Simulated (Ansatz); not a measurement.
Ideal-gas functions of C2H4AlNO, SMILES `N=[C]1C[O][AlH]1` at 800 K and 1 bar, from an Ansatz frequency run at PBE0-D4/def2-TZVP.

Molar mass 85.04 g/mol, point group Cs (symmetry number 1), electronic degeneracy 1, moments of inertia 63.882, 135.102, 195.778 u Å². Harmonic wavenumbers (cm⁻¹, unscaled): 163, 325, 342, 486, 502, 559, 606, 808, 813, 925, 1032, 1036, 1187, 1254, 1299, 1478, 1744, 1950, 3028, 3080, 3468.

Use S(trans) = R[1.5 ln M + 2.5 ln T − 1.1517]; rotational temperatures θ = 24.2544 K / I; S(rot) = R[ln(√π/σ · √(T³/θAθBθC)) + 1.5]; for each mode x = 1.438777 ν̃/T, S = R[x/(eˣ − 1) − ln(1 − e⁻ˣ)] and H = RT x/(eˣ − 1); 1 cm⁻¹ = 0.0119627 kJ/mol; R = 8.31446 J/(mol·K).

**Question.** By hand: the entropy, in J/(mol·K).

**Answer.** Translation 184.8. Rotation: θ = 0.3797, 0.1795, 0.1239 K, giving 120.4. Vibration, mode by mode: 18.55, 12.90, 12.49, 9.69, 9.44, 8.61, 8.00, 5.90, 5.86, 4.98, 4.27, 4.25, 3.43, 3.12, 2.92, 2.27, 1.55, 1.15, 0.23, 0.21, 0.12, in all 119.9. Electronic 0.0. Sum 425.1 J/(mol·K).

**Question.** By hand: H − E and G − E in kJ/mol, counted from the electronic energy.

**Answer.** Zero-point energy ½ × 26085 × 0.0119627 = 156.0; thermal vibration 53.0; translation, rotation and pV give 4 RT = 26.6. H − E = 235.6 kJ/mol, and G − E = 235.6 − 800 × 425.1/1000 = -104.5 kJ/mol.

Vibration gives 28 % of the entropy. The sum counts one conformer and one mirror image; others add a mixing term.
